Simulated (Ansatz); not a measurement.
Input file for Ansatz (a first-principles code): R-B3LYP-D3(BJ)/def2-TZVP on As2 (SMILES [As]#[As]).

Ansatz 0.2 input:
```yaml
crystal:
  periodic: [false, false, false]
  atoms:
    - {symbol: As, position_ang: [-1.05150000, 0.00000000, 0.00000000]}
    - {symbol: As, position_ang: [1.05150000, 0.00000000, 0.00000000]}
basis:
  gaussian:
    orbitals: def2-TZVP
hamiltonian:
  xc: b3lyp
  dispersion: d3bj
relax: {f_tol: 0.004, max_steps: 120}
scf: {lower_state_search: off}
```

Output:

```
WARN ansatz: RAYON_NUM_THREADS=4 ignored (pool sized by the plan → 4); use --threads N
Functional definition: B3LYP
these checks for a lower state are left out or cut short: stability, starts, cluster_reference, orbital_swaps, neighbouring_geometries, increment
integrals: 0.03 GiB planned
832 factors; their error is unknown
mean field: 0.37 GiB planned
mean field evaluation 1: about -121684.3314 eV, gradient 1.6e1 eV
mean field evaluation 2: about -121684.5062 eV, gradient 1.1e1 eV
mean field evaluation 4: about -121684.7296 eV, gradient 2.6e-1 eV
mean field evaluation 8: about -121685.1300 eV, gradient 1.2e-2 eV
mean field evaluation 16: about -121685.1300 eV, gradient 3.1e-7 eV
mean field -121685.13000605 eV, -4471.8460465787 hartree, gradient 1.7e-7 eV, S^2 0.000000; 0 other end points of the search recorded, 0 dependent functions left out
the calculation of the forces begins
reference -121685.13018481 eV, -4471.8460531480 hartree; 33, 33 occupied and 63, 63 virtual orbitals, 832 factors
relax step   1: F+E_penalty+E_count = -121685.22617203 eV  Δ(F+E_penalty+E_count) = +0.000e0 eV  max|allowed force component| = 3.177e-2 eV/Å  Δτ_max = 0.0000 Å  (15 SCF iters, accepted)
these checks for a lower state are left out or cut short: stability, starts, cluster_reference, orbital_swaps, neighbouring_geometries, increment
integrals: 0.03 GiB planned
832 factors; their error is unknown
mean field: 0.37 GiB planned
mean field -121685.13002456 eV, -4471.8460472591 hartree, gradient 1.8e-6 eV, S^2 0.000000; 0 other end points of the search recorded, 0 dependent functions left out
the calculation of the forces begins
reference -121685.13020336 eV, -4471.8460538299 hartree; 33, 33 occupied and 63, 63 virtual orbitals, 832 factors
relax step   2: F+E_penalty+E_count = -121685.22618685 eV  Δ(F+E_penalty+E_count) = -1.483e-5 eV  max|allowed force component| = 1.331e-2 eV/Å  Δτ_max = 0.0008 Å  (20 SCF iters, accepted)
these checks for a lower state are left out or cut short: stability, starts, cluster_reference, orbital_swaps, neighbouring_geometries, increment
integrals: 0.03 GiB planned
832 factors; their error is unknown
mean field: 0.37 GiB planned
mean field evaluation 32: about -121685.1300 eV, gradient 8.1e-7 eV
mean field -121685.13002664 eV, -4471.8460473356 hartree, gradient 8.1e-7 eV, S^2 0.000000; 0 other end points of the search recorded, 0 dependent functions left out
the calculation of the forces begins
reference -121685.13020543 eV, -4471.8460539060 hartree; 33, 33 occupied and 63, 63 virtual orbitals, 832 factors
relax step   3: F+E_penalty+E_count = -121685.22619003 eV  Δ(F+E_penalty+E_count) = -3.172e-6 eV  max|allowed force component| = 3.355e-5 eV/Å  Δτ_max = 0.0002 Å  (22 SCF iters, accepted)
Total energy: -121685.22636881 eV, -4471.8495878451 hartree
Atom 0 at    -1.052068     0.000000     0.000000 Å, force     0.000034     0.000000     0.000000 eV/Å
Atom 1 at     1.052068    -0.000000    -0.000000 Å, force    -0.000034    -0.000000    -0.000000 eV/Å
Dipole moment:    -0.000000    -0.000000    -0.000000 e Å
Checks for a lower state left out: stability, starts, cluster_reference, orbital_swaps, neighbouring_geometries, increment
```

The calculation finished and met its thresholds.

Cost: very roughly 7 core-seconds.
